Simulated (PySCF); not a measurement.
# Löwdin shares of the frontier orbitals

Compound: SiMe2(SiMe3)2, C8H24Si3.
Structure used (PBE0-D3(BJ)/def2-SVP), in Å, numbered top down from 1:
```xyz
35
C8H24Si3 angstrom
Si     0.8684    0.0047    0.4642
C      1.0956    0.0586    2.3497
H      0.1217    0.0592    2.8643
H      1.6397    0.9665    2.6569
H      1.6662   -0.8145    2.7047
C      2.5781   -0.0455   -0.3624
H      3.1753    0.8382   -0.0863
H      2.4863   -0.0630   -1.4597
H      3.1387   -0.9432   -0.0556
Si    -0.2970    1.9324   -0.2088
C     -0.9195    1.7509   -1.9849
C     -1.7745    2.2088    0.9378
C      0.8482    3.4342   -0.1085
H     -1.4174    2.6745   -2.3229
H     -1.6460    0.9271   -2.0674
H     -0.0912    1.5399   -2.6797
H     -2.4590    1.3465    0.9266
H     -1.4441    2.3621    1.9773
H     -2.3460    3.1001    0.6305
H      1.2331    3.5722    0.9143
H      1.7128    3.3175   -0.7810
H      0.3163    4.3561   -0.3970
Si    -0.3235   -1.9318   -0.1293
C     -2.1377   -1.7796    0.3808
C     -0.2234   -2.1938   -1.9989
C      0.4348   -3.4316    0.7382
H     -2.6903   -2.7032    0.1422
H     -2.6313   -0.9473   -0.1453
H     -2.2341   -1.5985    1.4631
H     -0.6520   -1.3411   -2.5477
H      0.8222   -2.3126   -2.3244
H     -0.7741   -3.1015   -2.2961
H      1.4935   -3.5561    0.4605
H      0.3825   -3.3266    1.8333
H     -0.0977   -4.3565    0.4609
```

Method: TDDFT PBE0/def2-SVPD, vertical, gas phase, core orbitals frozen in the response in PySCF 2.14.0, density-fitted response routines.

Kohn–Sham orbitals with the atoms that hold most of them (Löwdin shares over 4%, at most four atoms; ? is withheld):

```tsv
orbital	ε (eV)	atoms
HOMO-3	-8.40	C26 16%, C11 13%, C13 13%, Si23 11%
HOMO-2	-8.23	C6 13%, C2 13%, Si1 10%, C12 10%
HOMO-1	-7.36	Si1 25%, C2 11%, Si10 11%, C6 11%
HOMO	-6.50	?
LUMO	0.29	?
LUMO+1	0.48	Si1 14%, C2 7%, C6 7%, Si10 7%
LUMO+2	0.57	Si1 11%, Si10 9%, Si23 8%, C11 7%
```

Problem. Give the leading atoms of the LUMO.

Solution. Si1 (bonded to 2 C and 2 Si) 7%; C6 (bonded to Si and 3 H) 7%; C2 (bonded to Si and 3 H) 6%; C13 (bonded to Si and 3 H) 6%. By element: carbon 19% or more, silicon 7% or more.

Problem. Which atoms hold the HOMO, and with what shares?

Solution. Si1 (bonded to 2 C and 2 Si) 28%; Si23 (bonded to 3 C and Si) 16%; Si10 (bonded to 3 C and Si) 16%; C26 (bonded to Si and 3 H) 6%. By element: silicon 60%, carbon 6% or more.

Problem. The HOMO–LUMO gap is 6.80 eV. Where does the response calculation put the lowest singlet, and from which orbitals?

Solution. S1 is at 5.86 eV (f = 0.061), 0.94 eV below the gap, made of HOMO→LUMO (91%). 

Problem. One configuration dominates each of S1, S2, S5 and S6. Which, and how do the shares of the two leading atoms of either orbital change from the occupied to the empty one?

Solution. 
- S1 (5.86 eV, f 0.061), HOMO→LUMO (91%): Si1 28% → 7%, Si23 16% → at most 6%, C6 at most 6% → 7%
- S2 (5.87 eV, f 0.0046), HOMO→LUMO+1 (92%): Si1 28% → 14%, Si23 16% → at most 7%, C2 at most 6% → 7%
- S5 (6.72 eV, f 0.023), HOMO-1→LUMO (71%): Si1 25% → 7%, C2 11% → 6%, C6 11% → 7%
- S6 (6.82 eV, f 0.073), HOMO-1→LUMO+1 (91%): Si1 25% → 14%, C2 11% → 7%

Löwdin shares depend on the basis, the more so with diffuse functions.

Without π bonds the low states are Rydberg-like; a valence basis with one diffuse set may place them up to an eV too high.
